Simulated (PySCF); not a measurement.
Isomers of C6H9N3, one conformer each; single-point electronic energies without zero-point terms and without any empirical dispersion term.

Computed with PySCF at PBE0/pcSseg-1, non-relativistic, each on one gas-phase PBE0-D3(BJ)/def2-SVP geometry that isn't relaxed in the solvent. The solvent is an IEF-PCM continuum (Bondi radii, 1.10 Å for H, scaled by 1.2). Specific hydrogen bonds and non-electrostatic terms are outside this model.

```tsv
isomer	relative energy, gas (kcal/mol)	dipole (D)
`C=Cn1nc(C)c(C)n1`	0.0	1.30
`C=Cc1nn(C)nc1C`	1.6	0.48
`C(n1cc(C)nn1)C=C`	12.6	4.53
```

Problem. How do the relative energies look in tetrahydrofuran (ε = 7.426)?

Solution. 
| isomer | relative energy, solvent (kcal/mol) | E(solvent) − E(gas) (kcal/mol) | dipole in solvent (D) |
| --- | --- | --- | --- |
| `C=Cn1nc(C)c(C)n1` | 0.0 | -4.4 | 1.82 |
| `C=Cc1nn(C)nc1C` | 0.9 | -5.1 | 0.52 |
| `C(n1cc(C)nn1)C=C` | 9.6 | -7.4 | 5.83 |

The order is unchanged. Conformers: `[CH2:1]=[CH:2][n:3]1[n:4][c:5]([CH3:6])[c:7]([CH3:8])[n:9]1` with C1–C2–N3–N4 180°; `[CH2:1]=[CH:2][c:3]1[n:4][n:5]([CH3:6])[n:7][c:8]1[CH3:9]` with C1–C2–C3–N4 0°; `[CH2:1]=[CH:2][CH2:3][n:4]1[cH:5][c:6]([CH3:7])[n:8][n:9]1` with C1–C2–C3–N4 -124°, C2–C3–N4–C5 55°. `C(n1cc(C)nn1)C=C` gains most from the continuum, and it has the largest gas-phase dipole. The gains span 3.0 kcal/mol, the gas-phase energies 12.6 kcal/mol.
